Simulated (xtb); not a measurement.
Si, charge +1, doublet; xtb with GFN2-xTB.

The xtb input:
```
$ xtb mol.xyz --gfn 2 --chrg 1 --uhf 1 --json

# file mol.xyz
1

Si     0.00000000     0.00000000     0.00000000
```

Task: Predict the main parts of the log of this xtb run.

Result: 
```
   ID    Z sym.   atoms
    1   14 Si     1

           -------------------------------------------------
          |                Calculation Setup                |
           -------------------------------------------------

           -------------------------------------------------
          |                 G F N 2 - x T B                 |
           -------------------------------------------------

          ...................................................
          :                      SETUP                      :
          :.................................................:
          :  # basis functions                  10          :
          :  # atomic orbitals                   9          :
          :  # shells                            3          :
          :  # electrons                         3          :
          :  max. iterations                   250          :
          :  Hamiltonian                  GFN2-xTB          :
          :  restarted?                      false          :
          :  GBSA solvation                  false          :
          :  PC potential                    false          :
          :  electronic temp.          300.0000000     K    :
          :  accuracy                    1.0000000          :
          :  -> integral cutoff          0.2500000E+02      :
          :  -> integral neglect         0.1000000E-07      :
          :  -> SCF convergence          0.1000000E-05 Eh   :
          :  -> wf. convergence          0.1000000E-03 e    :
          :  Broyden damping             0.4000000          :
          :  net charge                          1          :
          :  unpaired electrons                  1          :
          ...................................................

 iter      E             dE          RMSdq      gap      omega  full diag
   1     -1.1519235 -0.115192E+01  0.124E+01    0.00       0.0  T
   2     -1.1519235  0.000000E+00  0.990E+00    0.00       0.0  T
   3     -1.1519235  0.000000E+00  0.762E+00    0.00       0.0  T
   4     -1.1519235  0.000000E+00  0.610E+00    0.00       0.0  T
   5     -1.1519235  0.000000E+00  0.488E+00    0.00       0.0  T
   6     -1.1519235  0.000000E+00  0.390E+00    0.00       0.0  T
   7     -1.1519235  0.000000E+00  0.312E+00    0.00       0.0  T
   8     -1.1519235  0.000000E+00  0.250E+00    0.00       0.0  T
   9     -1.1519235  0.000000E+00  0.200E+00    0.00       0.0  T
[...]
         :: total energy              -1.151923497447 Eh    ::
[...]

         #    Occupation            Energy/Eh            Energy/eV
      -------------------------------------------------------------
         1        2.0000           -0.9948398             -27.0710
         2        0.3333           -0.6897510             -18.7691 (HOMO)
         3        0.3333           -0.6897510             -18.7691 (LUMO)
         4        0.3333           -0.6897510             -18.7691
         5                         -0.4029558             -10.9650
         6                         -0.4029558             -10.9650
         7                         -0.4029558             -10.9650
         8                         -0.4029558             -10.9650
         9                         -0.4029558             -10.9650
      -------------------------------------------------------------
                  HL-Gap            0.0000000 Eh            0.0000 eV
             Fermi-level           -0.7663525 Eh          -20.8535 eV

     #   Z          covCN         q      C6AA      α(0)
     1  14 Si       0.000     1.000   250.330    34.371

 Mol. C6AA /au·bohr⁶  :        250.330114
 Mol. C8AA /au·bohr⁸  :      17905.273230
 Mol. α(0) /au        :         34.371420

Wiberg/Mayer (AO) data.
largest (>0.10) Wiberg bond orders for each atom

 ---------------------------------------------------------------------------
     #   Z sym  total        # sym  WBO       # sym  WBO       # sym  WBO
 ---------------------------------------------------------------------------
     1  14 Si   0.000
 ---------------------------------------------------------------------------

molecular dipole:
                 x           y           z       tot (Debye)
 q only:        0.000       0.000       0.000
   full:        0.000       0.000       0.000       0.000
molecular quadrupole (traceless):
                xx          xy          yy          xz          yz          zz
 q only:        0.000       0.000       0.000       0.000       0.000       0.000
  q+dip:        0.000       0.000       0.000       0.000       0.000       0.000
   full:        0.000       0.000       0.000       0.000       0.000       0.000

           -------------------------------------------------
          | TOTAL ENERGY               -1.151923497447 Eh   |
          | GRADIENT NORM               0.000000000000 Eh/α |
          | HOMO-LUMO GAP               0.000000000000 eV   |
           -------------------------------------------------

normal termination of xtb
```
